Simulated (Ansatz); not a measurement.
Pulling the pair apart

The pair of Li⁺ (SMILES [Li+], atom 1) and SiNH5 (SMILES [SiH3]N, atoms 2–8), both closed shells, in one local arrangement (a lower one may exist), relaxed at PBE0-D4/def2-TZVP:

```tsv
atom	x (Å)	y (Å)	z (Å)
Li1	-0.7820	-0.0728	-2.2421
Si2	-0.1592	0.4233	0.8213
N3	0.2973	-0.4936	-0.6679
H4	-0.0011	1.8455	0.4432
H5	-1.5806	0.0781	1.0474
H6	0.7016	0.0429	1.9590
H7	0.2431	-1.4945	-0.4807
H8	1.2809	-0.3290	-0.8802
```

SiNH5 is shifted rigidly along the line between the mean atom positions of the two fragments (negative: closer). Counterpoise interaction energies in kJ/mol. Computed with Ansatz 0.2.0 (basis: def2-TZVPPD); correlated methods freeze the cores. The outer core shell of Li, Na, Mg and K is correlated. B3LYP uses VWN-RPA correlation.

```tsv
shift (Å)	HF	B3LYP-D4	PBE-D4
-0.20	-152.8	-157.3	-152.2
-0.10	-162.7	-166.2	-161.4
0.00	-165.8	-168.9	-164.4
0.10	-164.4	-167.3	-163.2
0.23	-157.5	-160.7	-156.9
0.49	-137.4	-144.0	-139.9
0.98	-96.6	-108.8	-103.8
1.95	-46.8	-51.2	-49.3
```

Task: What does CCSD(T) give at these shifts? (To be estimated.)

Result: By the calculation: -144.3, -154.7, -158.5, -157.9, -152.1, -133.9, -95.1, -45.8 kJ/mol. For zero shift, CCSD(T) at an estimated basis limit (MP2 extrapolated from triple and quadruple zeta, plus CCSD(T) − MP2 in triple zeta) gives -161.8 kJ/mol. These are counterpoise interaction energies, counted from the two frozen fragments.

T1 diagnostic: at most 0.010.

For scale, one of the runs: CCSD(T)/def2-TZVPPD, 192 basis functions, launched by `ansatz run in.yaml --threads 2 --pin off --events-out ev --progress --plain --max-ram 5222MiB`. Time: 30 s of wall clock on 2 CPU threads of an Arm Neoverse V1; the host was shared. Peak host memory: 2.1 GiB.
